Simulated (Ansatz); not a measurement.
Ansatz (a quantum-chemistry and plane-wave program) input (HSE06/def2-TZVPD):

Ansatz 0.2 input:
```yaml
crystal:
  periodic: [false, false, false]
  atoms:
    - {symbol: Cu, position_ang: [0.00000000, 0.00000000, 0.00000000]}
    - {symbol: F, position_ang: [-0.00000000, -0.00000000, -1.71081561]}
    - {symbol: F, position_ang: [0.00000000, 0.00000000, 1.71081561]}
basis:
  gaussian:
    orbitals: def2-TZVPD
hamiltonian:
  xc: {name: HSE06}
total_charge: 1
magnetization: {spin_polarized: true, initial_magnetization: 2}
output: {forces: true}
```

Output:

```
Functional definition: HSE06
integrals: 0.06 GiB planned
942 factors; their error is unknown
integrals: 0.09 GiB planned
44 factors; integrals over basis functions are off by at most 5.2e-5 eV
mean field: 0.65 GiB planned
mean field evaluation 1: about -50043.4048 eV, gradient 7.1e1 eV
mean field evaluation 2: about -49998.1972 eV, gradient 1.9e2 eV
mean field evaluation 4: about -50051.8650 eV, gradient 1.5e1 eV
mean field evaluation 8: about -50052.3884 eV, gradient 5.2e-1 eV
mean field evaluation 16: about -50052.5163 eV, gradient 8.5e-4 eV
mean field evaluation 32: about -50052.2572 eV, gradient 1.6e0 eV
mean field -50052.51632786 eV, -1839.3960482347 hartree, gradient 8.9e-6 eV, S^2 2.009766; 4 other end points of the search recorded, 0 dependent functions left out
the calculation of the forces begins
reference -50052.51639621 eV, -1839.3960507467 hartree; 24, 22 occupied and 104, 106 virtual orbitals, 942 factors
Total energy: -50052.51639621 eV, -1839.3960507467 hartree
Atom 0 at     0.000000     0.000000     0.000000 Å, force    -0.000000    -0.000000    -0.000000 eV/Å
Atom 1 at    -0.000000    -0.000000    -1.710816 Å, force     0.000000     0.000000     0.262881 eV/Å
Atom 2 at     0.000000     0.000000     1.710816 Å, force     0.000000     0.000000    -0.262881 eV/Å
Dipole moment:     0.000000    -0.000000    -0.000000 e Å
```

The spin state was set by rule; other spins were not relaxed.
